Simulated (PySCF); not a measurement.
In(Cl) cation (ClIn), SMILES [Cl][In] (connectivity only; charge and spin as stated), charge +1, multiplicity 2. Geometry: B3LYP-D3(BJ)/def2-TZVP. The spin state was assumed, not searched. The def2 effective core potentials stand for the cores of In; spin–orbit coupling is left out.

All values below come from B3LYP-D3(BJ)/def2-TZVP (PySCF).

Harmonic wavenumbers (cm⁻¹): 293. Rotational constants (GHz): 3.391 (linear); symmetry number 1.

Work out the zero-point energy and the ideal-gas rigid-rotor harmonic-oscillator thermochemistry at 298.15 K and 1 atm.

ZPE = ½ Σ hcν = ½ × 293 cm⁻¹ = 1.75 kJ/mol. H − E(el) = 11.55 kJ/mol. Entropy in J/(mol K): translation 171.26, rotation 70.78, vibration 6.10, spin 5.76, total 253.91. G − E(el) = -64.15 kJ/mol. Cp = 36.16 J/(mol K).
